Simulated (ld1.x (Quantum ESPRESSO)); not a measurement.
**Transferability test, TM potential for indium (In)**

In, norm-conserving Troullier–Martins (Kleinman–Bylander form), made with ld1.x (Quantum ESPRESSO) 7.5 (revPBE, fully relativistic). Core [Kr], reference 4d10 5s2 5p1. Waves: 5s (bound): rc 1.60 bohr; 5p (bound): rc 3.00 bohr; 4d (bound): rc 1.55 bohr. Local part: all-electron potential smoothed inside 1.55 bohr (lloc = -1). Core correction: Bessel-smoothed model core inside 1.40 bohr.

Open shells are filled in proportion to 2j + 1 (rel_dist='average').

Energies are relative to the spin-unpolarised reference configuration 4d10 5s2 5p1; without spin polarisation the order of configurations can differ from experiment.

```tsv
valence configuration	charge	ΔE all-electron (eV)	error AE − PS (meV)
4d10 5s2 5p0	+1	5.290	-2.5
4d10 5s1 5p0	+2	24.374	-14
4d10 5s2 5p1.3	-0.3	-0.517	+0.1
4d10 5s2 5p0.5	+0.5	1.908	+0.3
4d9 5s2 5p1	+1	25.082	+593
4d10 5s1 5p1	+1	11.856	+28
```

Task: What are ΔE and the potential's error for 4d10 5s0 5p0?

Result: ΔE = 52.502 eV all-electron; the error (AE − PS) is -39 meV.

These tests converged, but a pseudo level misses the all-electron one widely, so the file describes the atom poorly there or has found another state: 4d10 5s0 5p0: empty 5p by 2.5 eV (a node warning on the way).

Note: ghost state, extra bound levels that the all-electron valence spectrum of the same l lacks: s at -56.2 eV. A true bound ghost makes a file unfit for plane-wave use.
